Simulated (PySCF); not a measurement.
C₂H₈NOSi (doublet state).
Atom-mapped SMILES: `[CH3:1][N:2]([CH3:3])[SiH:4][OH:5]` (hydrogens: H6, H7, H8 on C1; H9, H10, H11 on C3; H12 on Si4; H13 on O5)

Structure used (GFN2-xTB), in Å, numbered top down from 1:
```xyz
13
C2H8NOSi angstrom
C     -1.0581   -1.2643   -0.0045
N     -0.1548   -0.1515   -0.0596
C     -0.7973    1.1150    0.1550
Si     1.5317   -0.3963    0.1932
O      2.1710    1.1056   -0.0224
H     -1.5422   -1.3527    0.9770
H     -1.8434   -1.1436   -0.7576
H     -0.5172   -2.1855   -0.2065
H     -1.5667    1.2726   -0.6080
H     -1.2804    1.1668    1.1395
H     -0.0577    1.9061    0.0811
H      1.9959   -1.2921   -0.8686
H      3.1149    1.2203   -0.0363
```

The hyperfine couplings belong to this conformer and change with its torsions.

Method: PySCF 2.14.0, UKS B3LYP, pcH-1 on C H N O Si, non-relativistic, mean-field spin-orbit, GIAO. One conformer (not necessarily the lowest) at the GFN2-xTB geometry, without solvent, vibrations or thermal averaging. The geometry wasn't refined by DFT: couplings that depend on bond lengths, twists or pyramidal angles can differ widely from those at the functional's own minimum, by a factor of two or more for some ions and for spin on atoms past the first row. No stability test was run, so a lower SCF solution isn't excluded.

(1) Break the g tensor into its mass correction, gauge correction and orbital-Zeeman/spin–orbit terms.

(2) What effective moment and Curie constant follow for a powder?

(3) How much does each term add to the isotropic shift?

(4) In a frozen sample, at which fields do the three g values resonate at 9.5, 34, 94 and 263 GHz (hyperfine left aside), and which band first spreads them over more than twice a line width of 0.3 mT?

Answers

(1) 
| Δg (ppm) | 1 | 2 | 3 |
| --- | --- | --- | --- |
| relativistic mass correction | -168 | -168 | -168 |
| gauge correction | 84 | 3 | 86 |
| orbital Zeeman/spin–orbit | -597 | 118 | 714 |
| total | -680 | -46 | 632 |

So g = 2.00164, 2.00227, 2.00295 and g_iso = 2.00229; the tensor is rhombic: the two nearest values differ by 48 % of g3 − g1. Axes: g1 points within 14° of the Si4–H12 bond and g3 points within 6° of the C1–N2 bond.

(2) With the mean of g² = 4.0092 and S(S+1) = 0.75: μ_eff = √(⟨g²⟩S(S+1)) = 1.734 μB and χT = 0.12505·⟨g²⟩·S(S+1) = 0.376 cm³ K/mol (cgs; spin-Hamiltonian part alone).

(3) The mass correction -168, the orbital-Zeeman/spin–orbit term 79 and the gauge correction 58 ppm, for a total of -31 ppm. The mass correction is the largest in size. The mass correction is the same along every axis, so the anisotropy comes from the other two: their spans along these axes are 83 (gauge) and 1310 ppm (orbital Zeeman/spin–orbit).

(4) 
| band | GHz | B(g3) mT | B(g2) mT | B(g1) mT | spread mT |
| --- | --- | --- | --- | --- | --- |
| X | 9.5 | 338.88 | 338.99 | 339.10 | 0.22 |
| Q | 34.0 | 1212.82 | 1213.23 | 1213.62 | 0.80 |
| W | 94.0 | 3353.10 | 3354.23 | 3355.29 | 2.20 |
| J | 263.0 | 9381.53 | 9384.71 | 9387.68 | 6.15 |

The spread grows in proportion to the frequency. Q band is the first where it exceeds 0.6 mT.

The largest Mulliken spin populations are on Si4 (+0.67), N2 (+0.15) and H12 (+0.11). The angles at Si4 add up to 320.1°, so it is pyramidal.

The HOMO–LUMO gaps are 5.18 eV among the α and 4.42 eV among the β orbitals.

Time: 34 s wall (grids of density and orbitals included); peak memory 0.74 GiB. Hardware: one thread of an Arm Neoverse V1, shared host.
